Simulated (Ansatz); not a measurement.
Computed with Ansatz on PBE0-D4/def2-TZVP structures; ΔE is electronic, products minus reactants. CBS: MP2 limit from def2 TZ/QZ plus the TZ coupled-cluster correction, frozen cores. For Ge outer-core shells are correlated without core-valence functions, which leaves a few kJ/mol of doubt a bond. Scalar relativity is left out up to krypton. One conformer a species, not always the lowest.

Reaction (redistribution): `FB[O][GeH3]` + `FC(F)(F)O[SiH](Cl)Cl` → `FBOC(F)(F)F` + `Cl[SiH](Cl)[O][GeH3]`

| species | CCSD(T)/CBS(def2) energy (Eh) |
| --- | --- |
| `FB[O][GeH3]` | -2278.39547 |
| `FC(F)(F)O[SiH](Cl)Cl` | -1621.99871 |
| `FBOC(F)(F)F` | -537.90160 |
| `Cl[SiH](Cl)[O][GeH3]` | -3362.49847 |

Question: Work out ΔE.

Answer: ΔE = (-537.90160) + (-3362.49847) − (-2278.39547) − (-1621.99871) = -0.00589 Eh = -3.7 kcal/mol.

Largest T1 diagnostic among the species: 0.013.

In def2-TZVPP, CCSD(T) changes the Hartree–Fock value by +1.3 kcal/mol (the triples alone add +0.2 kcal/mol) and MP2 by +1.3 kcal/mol.
